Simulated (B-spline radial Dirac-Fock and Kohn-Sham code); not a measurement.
**Subshell photoionisation cross sections of Pr⁺ against photon energy**

System: the Pr⁺ ion, [Xe] 4f2 6s2 (not the ground configuration).

Level of theory: the independent-particle Dirac-Slater model, thresholds from Dirac-Fock; a radial B-spline solver. Values are in kb per electron; a dash marks an energy below the computed threshold.

| hν (eV) | 3p3/2 | 3d3/2 | 4f7/2 | 5p3/2 | 6s |
| --- | --- | --- | --- | --- | --- |
| 150 | – | – | 632 | 39.0 | 8.14 |
| 300 | – | – | 174 | 18.3 | 3.02 |
| 357 | – | – | 114 | 14.9 | 2.33 |
| 972 | – | – | 5.64 | 3.59 | 0.478 |
| 1000 | – | 202 | 5.13 | 3.43 | 0.456 |
| 6000 | 2.86 | 1.12 | 0.00471 | 0.0921 | 0.0173 |
| 6020 | 2.83 | 1.11 | 0.00464 | 0.0914 | 0.0172 |
| 7490 | 1.64 | 0.521 | 0.00176 | 0.0534 | 0.0111 |
| 8047.8 | 1.37 | 0.405 | 0.00127 | 0.0445 | 0.00962 |
| 9251.7 | 0.953 | 0.246 | 0.000673 | 0.0311 | 0.00724 |
| 28200 | 0.0385 | 0.00349 | 3.28e-06 | 0.00130 | 0.000625 |
| 37500 | 0.0157 | 0.00111 | 7.91e-07 | 0.000534 | 0.000317 |
| 116000 | 0.000377 | 1.12e-05 | 2.95e-09 | 1.31e-05 | 1.77e-05 |
| 163000 | 0.000121 | 2.90e-06 | 5.88e-10 | 4.20e-06 | 7.08e-06 |

At 163000 eV the multipoles beyond E1 give 48.6 % of 3p3/2, 69.1 % of 3d3/2, 82.3 % of 4f7/2, 48.5 % of 5p3/2, 34.1 % of 6s.
